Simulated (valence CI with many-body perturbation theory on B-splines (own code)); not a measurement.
**Ar4+ in three bases**

Level of theory: valence CI with perturbative core correlation (CI+MBPT): four valence electrons over a frozen Dirac-Fock core [Ne], radial functions for each j: 9 s, 9 p, 8 d, 6 f, 3 g, 1 h, with the one-electron correlation potential Σ1 (screened to all orders), the two-electron term Σ2, the three-electron term Σ3, Breit, model QED; selected single and double excitations, second order for the rest, scaled by the run's own slope (own B-spline code, finite nucleus).

Against 24 measured levels this calculation errs by 125 cm⁻¹ on average and by 343 at most. These come from a selection out of Saloman, J. Phys. Chem. Ref. Data 39, 033101 (2010). Levels without a partner in it may be off by more. Among the levels kept, up to 270 cm⁻¹ of a level comes from second order outside the variational space, and about a tenth of that is noise between levels of different J, which matters for small intervals. 2 measured levels below the end of the list, from 252141 cm⁻¹ on, found no clear computed partner, and computed levels of the same name lie up to 6142 cm⁻¹ from them.

The reference run has the lowest level 3s2 3p2 3P_0 and an ionisation energy of 74.7327 eV. Its largest variational space holds 20176 state functions.

Names give the largest LS component (configuration and term), which can be under half, so a name can repeat, a term be missing and a line seem to break the LS rules; names also repeat where a configuration has a term twice.

Changed runs:
A. basis 6 s, 6 p, 5 d, 3 f, 1 g
B. basis 5 s, 5 p, 4 d, 2 f

Excitation energies of the reference run in cm⁻¹, and shifts in cm⁻¹:

```
                 Level  Reference        A        B
          3s2 3p2 3P_1        764     -0.7     -1.6
          3s2 3p2 3P_2       2033     -1.4     -1.4
          3s2 3p2 1D_2      16417     +101     +397
          3s2 3p2 1S_0      38142     +145     +508
          3s 3p3 5S°_2      85597     -156     -468
          3s 3p3 3D°_1     121554     -0.5      +60
          3s 3p3 3D°_2     121600     -1.0      +60
          3s 3p3 3D°_3     121730     -0.3      +61
          3s 3p3 3P°_2     141801      +59     +273
          3s 3p3 3P°_0     141807      +61     +277
          3s 3p3 3P°_1     141810      +60     +276
          3s 3p3 1D°_2     154143      +49     +135
Ionisation energy (eV)    74.7327  -0.0157  -0.0429
```
